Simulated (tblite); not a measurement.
Start geometry of `C([Si@H](C)S[Si@@H](F)[SiH3])[SiH3]` from a force field or distance geometry (Å):
```
atom  x, y, z in Å
C1    -1.3003   -1.8333    0.6130
Si2   -0.8516   -0.4315   -0.5296
C3    -2.2896    0.5999   -1.0247
Si4   -3.1812    1.3443    0.4254
S5     0.7430    0.7408    0.3493
Si6    2.5541   -0.2164   -0.2527
F7     2.7126    0.0167   -1.9170
Si8    4.3718    0.5900    0.7418
H9    -0.6575   -2.7114    0.3608
H10   -1.0662   -1.5889    1.6796
H11   -2.3744   -2.1318    0.5142
H12   -0.2865   -1.0138   -1.7617
H13   -1.9003    1.4065   -1.6848
H14   -2.9811   -0.0447   -1.6287
H15   -4.4139    2.0072   -0.0483
H16   -2.3798    2.3764    1.1200
H17   -3.5745    0.3236    1.4095
H18    2.4058   -1.6551    0.0873
H19    5.5280    0.2134   -0.0920
H20    4.5492   -0.0152    2.0623
H21    4.3834    2.0402    0.8853
```

Question: What comes out of this run: GFN2-xTB geometry optimisation, gas phase (tblite)?

Answer: 
```
atom  x, y, z in Å
C1    -1.100   -1.870    0.164
Si2   -0.778   -0.318   -0.876
C3    -2.309    0.788   -1.012
Si4   -3.136    1.288    0.628
S5     0.732    0.921    0.068
Si6    2.348   -0.431    0.482
F7     2.356   -1.532   -0.713
Si8    4.358    0.693    0.510
H9    -0.243   -2.536    0.146
H10   -1.306   -1.616    1.201
H11   -1.954   -2.420   -0.219
H12   -0.240   -0.670   -2.194
H13   -2.032    1.697   -1.545
H14   -3.039    0.276   -1.638
H15   -4.302    2.126    0.326
H16   -2.199    2.028    1.469
H17   -3.597    0.084    1.329
H18    1.938   -1.284    1.592
H19    5.250    0.221   -0.553
H20    5.038    0.433    1.784
H21    4.206    2.140    0.360
```

The energy falls by 11.4 kcal/mol over 195 L-BFGS steps, the largest force on an atom goes from 1.67 to 0.010 eV/Å, and the atoms move by 0.735 Å rms after alignment. The bond that changes most is Si6–Si8 (fluorine-bound silicon to SiH3 silicon), which lengthens by 0.080 Å. Bonds longer at the end by more than 0.005 Å: 6 of 20; shorter: 11. Among the angles that change most is F7–Si6–H18, from 111.6° to 99.5°. Among the dihedrals that turn most is S5–Si6–Si8–H21, from -41° to 5°. Rotational constants go from 1735, 346.9, 334.8 to 1701, 377.0, 337.5 MHz. The orientation of the end geometry is arbitrary; only internal coordinates are fixed.

On an Arm Neoverse N1 with one thread, no GPU, shared host with 64 logical CPUs at a one-minute load of 56, this took 4.6 s of wall time.

Its lowest GFN2-xTB frequency is 10 cm⁻¹, too small to tell a flat minimum from a shallow saddle. One conformer, not necessarily the lowest. 3 starts were optimised and ended at 0.00, 0.55 and 1.37 kcal/mol (GFN2-xTB); the lowest of these is shown.

All values are computed, not measured.
